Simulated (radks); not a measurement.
Results of a calculation; reference values are marked as such.
Excited configurations of S2+: one electron is placed in a higher orbital outside [Ne] 3s2 3p1. The ground configuration is [Ne] 3s2 3p2. Code: a radial shooting solver on a logarithmic mesh with Libxc functionals. Model: non-relativistic Kohn-Sham, PBE, spin-polarised, spherical densities, point nucleus; open shells are filled with parallel spins first. Excitation = E - E(ground); binding = E(ion) - E, where the ion is the core of charge +3; n* = 3/sqrt(2 binding) in atomic units, and the quantum defect is n - n*.

outer orbital	excitation (eV)	binding (eV)	n*	<r> (bohr)
4p	20.885	14.059	2.951	4.237
4d	24.861	10.083	3.485	5.321
4f	26.829	8.116	3.884	5.592
5s	25.624	9.320	3.625	6.837
5f	29.483	5.461	4.735	9.581
6p	29.693	5.251	4.829	11.85
6d	30.635	4.309	5.331	13.87
6f	31.082	3.862	5.631	14.53
7d	31.814	3.130	6.255	19.52

The Delta-SCF ionisation energy is 34.944 eV (NIST Atomic Spectra Database: 34.86 eV, semi-empirical). Self-interaction in the functional shifts the binding energies and quantum defects, so they are the method's values and not measured ones. Open shells are spherical and high-spin; term and fine-structure splittings are not resolved.
